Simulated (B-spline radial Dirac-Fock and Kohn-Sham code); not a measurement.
# Dipole and non-dipole photoemission parameters of Er³⁺ 4s

System: Er³⁺ in the configuration [Xe] 4f11; threshold 473.5 eV (orbital energy of the model). Calculated with a radial atomic solver, using Dirac-Hartree-Slater photoionisation with a Latter tail; cross sections with all multipoles, angular parameters from the dipole term and its interference with E2.

For linearly polarised light dσ/dΩ = σ/(4π) [1 + β P₂(cos θ) + (δ + γ cos²θ) sin θ cos φ], with θ from the polarisation vector and φ the angle between the beam and the projection of the electron momentum on the plane normal to the polarisation.

```
hν (eV)  σ (kb)      β       γ
    549    74.9  1.866   0.532
    586    70.2  1.877   0.547
    683    61.1  1.896   0.559
    800       ?      ?       ?
   1290    27.7  1.939   0.451
 1486.9    22.5  1.944   0.401
   1820    16.4  1.950   0.317
   2170    12.4  1.954   0.237
   2530    9.64  1.957   0.164
   4000    4.32  1.963  -0.039
   6000    2.04  1.967  -0.141
   6140    1.95  1.967  -0.143
   6400    1.81  1.968  -0.145
   6940    1.55  1.968  -0.144
 8047.8    1.16  1.969  -0.124
   9680   0.804  1.970  -0.061
  10200   0.723  1.970  -0.036
  10300   0.709  1.970  -0.031
  11200   0.599  1.970   0.018
```

Question: Give the values at 800 eV.

Answer: σ = 51.4 kb, β = 1.912, γ = 0.557. For an s subshell δ is negligible.
